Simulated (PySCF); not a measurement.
Radial density of Os⁴³⁺ (osmium, charge +43)

BLYP, [Ar] 3d10 4s2 4p3, high-spin 4S determinant. Calculation: PySCF 2.14, in an even-tempered Gaussian basis (17 s from 5 bohr⁻², ratio 2.5; 11 p from 6.4 bohr⁻², ratio 2.5; 8 d from 11 bohr⁻², ratio 2.5; 4 f from 32 bohr⁻², ratio 2.7; 4 g from 48 bohr⁻², ratio 2.7); the non-relativistic Hamiltonian (point nucleus).

```tsv
r (bohr)	4πr²ρ (e/bohr)	4πr²(ρα − ρβ)
0.000376	0.5281	0.0000
0.000632	1.437	0.0000
0.00106	3.808	-0.0001
0.00179	9.649	0.0000
0.00301	22.69	0.0010
0.00506	47.06	0.0092
0.00851	79.40	0.0606
0.0143	97.70	0.3135
0.0241	89.37	1.1296
0.0405	109.4	2.0572
0.0681	130.7	0.4407
0.115	103.2	2.1767
0.193	104.1	1.8064
0.324	27.76	6.8794
0.545	8.835	5.2372
0.917	0.08005	0.0373
```

A non-relativistic calculation at this Z misses sizeable relativistic shifts. Spin-orbit coupling, which splits the p, d and f shells strongly at this Z, is absent. Spin-orbit coupling is strong in this species (close to jj coupling), so the high-spin LS determinant is a model state, not a physical level.
